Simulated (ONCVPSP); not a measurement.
**Varying the ONCV potential for phosphorus (P)**

Base potential:

```json
{"Element": "P", "Generator": "ONCVPSP 4.0.1", "Type": "optimised norm-conserving Vanderbilt (ONCV)", "Functional": "BLYP", "Relativity": "scalar-relativistic", "Frozen core": "[Ne]", "Valence charge": "5", "Reference configuration": "3s2 3p2 (charge +1)", "Partial waves": "3s: rc 1.60 bohr, ncon 4, nbas 7, qcut 4.6 1/bohr, 2 projectors, debl 2.6 Ha; 3p: rc 1.95 bohr, ncon 4, nbas 7, qcut 4.5 1/bohr, 2 projectors, debl 0.6 Ha; d scattering state at 0.13 Ha: rc 1.55 bohr, ncon 3, nbas 6, qcut 6.7 1/bohr, local", "Local potential": "the d channel", "Core correction": "Teter function, fcfact 3.75, rcfact 1.3"}
```

Cutoffs, loose and tight: the cutoffs (Ha) at which the residual kinetic energy of the hardest occupied pseudo-wave falls to 1 and 0.1 mHa per electron. They do not see the model core or the augmentation charge, which bear on the density cutoff. Test errors are all-electron minus pseudo excitation energies from the reference, over the configurations 3s2 3p3; 3s2 3p1; 3s2 3p0; 3s1 3p4. A dash means not determined; rows that change the core or the reference have their own tests.

A true bound ghost makes a file unfit for plane-wave use even where its test errors are small: the radial tests pick states by their node count and pass the ghost by.

```tsv
change	outcome	cutoff, loose	cutoff, tight	bound ghosts	GHOST(+) flags above zero	largest test error (meV)
base	generated	10 Ha	33 Ha	none	s	+53
all radii but the core radius scaled by about 0.76 (s 1.22, p 1.48, d 1.18 bohr)	generated	64 Ha	84 Ha	s	none	+59
all radii but the core radius scaled by about 0.85 (s 1.36, p 1.66, d 1.32 bohr)	generated	10 Ha	32 Ha	none	s	+62
all radii but the core radius scaled by about 0.88 (s 1.42, p 1.72, d 1.36 bohr)	generated	10 Ha	21 Ha	none	s	+61
all radii but the core radius scaled by about 0.95 (s 1.52, p 1.84, d 1.46 bohr)	generated	11 Ha	30 Ha	none	s	+57
all radii but the core radius scaled by about 1.09 (s 1.74, p 2.14, d 1.70 bohr)	generated	9.8 Ha	29 Ha	none	s	+44
all radii but the core radius scaled by about 1.15 (s 1.84, p 2.24, d 1.78 bohr)	generated	9.3 Ha	20 Ha	none	s	+41
all radii but the core radius scaled by about 1.19 (s 1.90, p 2.32, d 1.84 bohr)	generated	9.0 Ha	17 Ha	none	s	+39
all radii but the core radius scaled by about 1.25 (s 2.00, p 2.44, d 1.94 bohr)	generated	8.6 Ha	12 Ha	none	s	+36
all radii but the core radius scaled by about 1.31 (s 2.10, p 2.56, d 2.04 bohr)	generated, projector energies reset by the program	8.3 Ha	10 Ha	none	s	+35
```

Reading the sweep of the scale of all radii but the core radius (base = 1) (base included, trends over the rows without a ghost): The loose cutoff falls from 10 Ha at 0.85 to 8.3 Ha at 1.31. A larger radius leaves more room for a smooth pseudo-wave, so fewer plane waves are needed; a smaller one forces it to follow the all-electron wave where it bends sharply. The median size of the test errors (rows with all tests solved) is not monotonic: lowest 2.8 meV at 1.25, highest 5.5 meV at 0.85. Bound ghosts are found at 0.76.
